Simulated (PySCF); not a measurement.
Identify the unknown among the candidates.

All candidates are C4H7F3Si.

- Rotational structure: rotational constants A, B, C: 3.908, 0.657, 0.640 GHz [PBE0-D3(BJ)/def2-SVP]
- Triplet: lowest triplet excitation (Tamm–Dancoff): 4.20 eV [TDA CAM-B3LYP/def2-SVPD]
- NMR, other nuclei: isotropic shieldings of nuclei other than C and H, by class: 297 (3 F), 449 (1 Si) ppm [GIAO HF/pcSseg-1]
- UV, first state: lowest singlet excitation: 6.78 eV (183 nm, f = 0.522) [TDDFT CAM-B3LYP/def2-SVPD]
- 13C NMR: chemical shifts (computed TMS as zero) by class: 148.5 (1 C), 123.7 (1 C), 110.8 (1 C), 12.5 (1 C) ppm [GIAO HF/pcSseg-1]
- Valence photoelectron: vertical ionisation energy: 9.99 eV [ΔSCF CAM-B3LYP/def2-SVPD]
- 1H NMR: chemical shifts (computed TMS as zero) by class: 6.73 (1 H), 5.57 (1 H), 3.74 (3 H), 1.59 (2 H) ppm [GIAO HF/pcSseg-1]
- Dipole: 3.14 D [CAM-B3LYP/def2-SVPD]
- Polarisability: 81.1 au [CAM-B3LYP/def2-SVPD]

Electronic properties: PySCF, gas phase, density fitting. Levels stand in brackets. The structure is a single PBE0-D3(BJ)/def2-SVP conformer in the gas phase; no vibrational or solvent corrections. Each NMR value is the plain mean over a class of atoms that symmetry, rotation or inversion makes alike.

Question: Which candidate is it?
A. `C[Si@@H]1C[C@@H]1C(F)(F)F`
B. `FC(F)(F)/C=C\C[SiH3]`
C. `FC(F)=C(F)CC[SiH3]`
D. `FC(F)(F)/C=C/C[SiH3]`

Answer: D. It is `FC(F)(F)/C=C/C[SiH3]`. Numbering: `[F:1][C:2]([F:3])([F:4])/[CH:5]=[CH:6]/[CH2:7][SiH3:8]`. Its formula, C4H7F3Si, gives 1 degree of unsaturation: 0 rings and 1 π bond in the structure found. 4 carbons fall into 4 classes; from least to most shielded: alkene CH carbon [C6] (148.5 ppm), alkene CH carbon [C5] (123.7 ppm), CF3 carbon [C2] (110.8 ppm), sp3 carbon bound to silicon [C7] (12.5 ppm). Hydrogen classes from least to most shielded: 1 H on an alkene CH carbon, C6 (6.73 ppm), 1 H on an alkene CH carbon, C5 (5.57 ppm), 3 H on an SiH3 silicon, Si8 (3.74 ppm), 2 H on an sp3 carbon bound to silicon, C7 (1.59 ppm). The other shieldings belong to: 297 ppm, fluorine of a CF3 group [F1/F3/F4]; 449 ppm, SiH3 silicon [Si8]. The first electron is taken from the HOMO, whose largest Löwdin shares are 0.33 on an alkene CH carbon, 0.25 on an alkene CH carbon, 0.14 on the sp3 carbon bound to silicon and 0.09 on the SiH3 silicon. The optimised geometry has point group C1 and is an asymmetric top.

The others, at the same levels:
- `C[Si@@H]1C[C@@H]1C(F)(F)F` fails: its computed 13C shifts are 116.8 (1 C), 7.6 (1 C), -8.2 (1 C), -9.5 (1 C) ppm, 1H shifts are 3.21 (1 H), 1.02 (1 H), 0.68 (1 H), 0.56 (1 H), 0.48 (3 H) ppm and vertical ionisation energy is 9.50 eV (against 9.99 eV).
- `FC(F)(F)/C=C\C[SiH3]` fails: its computed 13C shifts are 154.0 (1 C), 124.5 (1 C), 111.4 (1 C), 11.5 (1 C) ppm, lowest singlet excitation is 6.61 eV (187 nm, f = 0.455) (against 6.78 eV) and rotational constant A is 3.341 GHz (against 3.908 GHz).
- `FC(F)=C(F)CC[SiH3]` fails: its computed 13C shifts are 155.2 (1 C), 132.4 (1 C), 20.5 (1 C), 5.1 (1 C) ppm, 1H shifts are 3.77 (3 H), 2.08 (2 H), 0.81 (2 H) ppm and lowest singlet excitation is 6.52 eV (190 nm, f = 0.016) (against 6.78 eV).

Each candidate is one conformer, not necessarily the lowest. Dipoles, sizes and rotational constants follow the conformer. The torsions of the flexible species, by atom-mapped SMILES:
- `[F:1][C:2]([F:3])([F:4])/[CH:5]=[CH:6]/[CH2:7][SiH3:8]`: F1–C2–C5–C6 121°, C5–C6–C7–Si8 -104°
- `[CH3:1][Si@@H:2]1[CH2:3][C@@H:4]1[C:5]([F:6])([F:7])[F:8]`: C3–C4–C5–F6 -47°
- `[F:1][C:2]([F:3])([F:4])/[CH:5]=[CH:6]\[CH2:7][SiH3:8]`: F1–C2–C5–C6 -55°, C5–C6–C7–Si8 101°
- `[F:1][C:2]([F:3])=[C:4]([F:5])[CH2:6][CH2:7][SiH3:8]`: C2–C4–C6–C7 119°, C4–C6–C7–Si8 178°
